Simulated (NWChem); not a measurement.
# iodoethane (C$_{2}$H$_{5}$I); SMILES ICC

```xyz
8

C      0.4486     2.4322     0.0000
C     -0.6820     1.4248     0.0000
I      0.0347    -0.6462     0.0000
H      1.0908     2.3306     0.8966
H      0.0228     3.4591     0.0000
H      1.0908     2.3306    -0.8966
H     -1.3209     1.4930     0.8996
H     -1.3209     1.4930    -0.8996
```
Atoms are numbered in this order, from 1.

The geometry was optimised at PBE-D3(BJ)/def2-SVP. def2 effective core potentials on I; no spin-orbit coupling.

Symmetry labels are those of Cs in the frame above (b1 and b2, or b-type labels, depend on it).

**Question.** List the 4 lowest vertical singlet excitations from CAM-B3LYP/def2-SVP with def2 effective core potentials on I, TDA (NWChem).

**Answer.** 
```json
[
 {"state": "S1", "energy (eV)": "4.94", "oscillator strength": "0.002", "symmetry": "a\"", "leading excitation (squared amplitude)": "HOMO → LUMO (0.99)"},
 {"state": "S2", "energy (eV)": "4.99", "oscillator strength": "0.001", "symmetry": "a'", "leading excitation (squared amplitude)": "HOMO−1 → LUMO (0.99)"},
 {"state": "S3", "energy (eV)": "8.25", "oscillator strength": "0.350", "symmetry": "a'", "leading excitation (squared amplitude)": "HOMO−2 → LUMO (0.60)"},
 {"state": "S4", "energy (eV)": "8.34", "oscillator strength": "0.006", "symmetry": "a\"", "leading excitation (squared amplitude)": "HOMO → LUMO+1 (0.93)"}
]
```
